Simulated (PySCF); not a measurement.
Job for PySCF: R-B3LYP/6-311+G** on CH4O (SMILES CO).

```python
from pyscf import gto, scf, dft, mp
from pyscf.data.elements import chemcore

mol = gto.M(
    atom='''
    C     0.65683229    0.27041643    3.58323182
    O    -0.69177518    0.00226687    3.22935982
    H     1.26678373   -0.63956875    3.60637250
    H     0.64228412    0.69953575    4.58417499
    H     1.12538947    0.99218627    2.90500016
    H    -0.70631986   -0.37616700    2.34484376
    ''',
    basis='6-311+g**',
    charge=0, spin=0, verbose=3, max_memory=1800)
mf = dft.RKS(mol, xc='b3lyp')
mf.conv_tol = 1e-8
mf.max_cycle = 100
mf.kernel()
if not mf.converged:
    mf = mf.newton().run(mf.mo_coeff, mf.mo_occ)
```

Output:

```
converged SCF energy = -115.764923779285
```

The calculation finished and met its thresholds.

Cost: around 2.7 core-seconds (rough).
